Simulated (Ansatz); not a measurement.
F2HOSi, SMILES `O[Si](F)F` radical. Charge 0, multiplicity 2.

Cartesian coordinates in Å:
```
O -0.218 -1.081 0.182
Si 0.110 0.506 0.320
F -1.299 1.231 0.351
F 0.891 1.039 -0.961
H 0.516 -1.695 0.108
```

Q: Give the diagnostics of a CCSD(T)/def2-TZVPP run (frozen core, the Gaussian-basis code of Ansatz). (An estimate is asked.)

A: The calculation gave: T1 = 0.0139, largest single amplitude 0.028, largest double 0.016, (T) share of the correlation energy 3.0 %, 10 CCSD cycles. ⟨S²⟩ of the UHF reference is 0.753 against 0.75 for a pure state. T1 lies under the customary mark of 0.045 for open shells.
